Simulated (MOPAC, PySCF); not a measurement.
C3H3F, SMILES `FC1C=C1`, neutral singlet in the gas phase. 

Cartesian coordinates (Å):
SMILES: FC1C=C1
```xyz
7

F      1.5274    -0.0753    -1.0228
C      0.6943    -0.0283     0.1138
C     -0.6428    -0.6290     0.0204
C     -0.5872     0.6815     0.0070
H      1.3333    -0.0462     1.0019
H     -1.2299    -1.5393    -0.0438
H     -1.0952     1.6367    -0.0765
```
Charge 0, multiplicity 1.

All levels are single points at this geometry (PBE-D3(BJ)/def2-TZVP); Pople sets use spherical d functions. Orbital energies aren't observables, and empty levels follow the basis.

PBE/6-31G* in PySCF gives gap (eV) = 5.42.

**Question.** Estimate the gap (eV) from each of these levels: PBE-D3(BJ)/def2-TZVP in PySCF; B3LYP/6-311+G** in PySCF; B3LYP/6-31G* in PySCF; PM3 in MOPAC; PM6 in MOPAC.

**Answer.** 
```json
[
 {"level": "PBE-D3(BJ)/def2-TZVP in PySCF", "gap (eV)": "5.41"},
 {"level": "B3LYP/6-311+G** in PySCF", "gap (eV)": "7.49"},
 {"level": "B3LYP/6-31G* in PySCF", "gap (eV)": "7.68"},
 {"level": "PM3 in MOPAC", "gap (eV)": "11.34"},
 {"level": "PM6 in MOPAC", "gap (eV)": "11.29"}
]
```
